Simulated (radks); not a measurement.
Task: Radial electron density D(r) = 4 pi r^2 rho(r) of an atom or ion with 18 electrons. All-electron calculation, Dirac Kohn-Sham, LDA (Slater exchange, Perdew-Wang correlation), spin-unpolarised, spherical densities, point nucleus. Program: a radial shooting solver on a logarithmic mesh with Libxc functionals.

```
   r/bohr * D(r) (the largest magnitude, 24, reaches the edge; | marks zero)
 0.002501 |*
 0.003179 |*
 0.004009 | *
 0.005097 |  *
 0.006428 |    *
 0.008171 |       *
  0.01031 |          *
   0.0131 |               *
  0.01652 |                     *
    0.021 |                             *
   0.0267 |                                     *
  0.03367 |                                             *
   0.0428 |                                                   *
  0.05398 |                                                     *
  0.06862 |                                                  *
  0.08654 |                                            *
     0.11 |                                       *
   0.1387 |                                       *
   0.1764 |                                              *
   0.2242 |                                                      *
   0.2828 |                                                      *
   0.3595 |                                           *
   0.4533 |                          *
   0.5763 |               *
   0.7268 |             *
   0.9239 |                *
    1.165 |                *
    1.481 |          *
    1.883 |    *
    2.375 |*
    3.019 *
    3.807 *
```

What is the nuclear charge?

Result: Z = 20. The innermost maximum, from 1s, lies near gamma/Z bohr with gamma = sqrt(1 - (Z/c)^2) = 0.989, here 0.0495 bohr (found: 0.0531), and its height grows with Z. The density is that of the calcium ion Ca2+ in [Ar]; the configuration itself is not fixed sharply by these data, and Z only to about a unit. D(r) has 3 maxima, at r = 0.0531, 0.255, 1.00 bohr, and minima at 0.123, 0.666 bohr, inside which lie 2.16, 10.38 electrons.
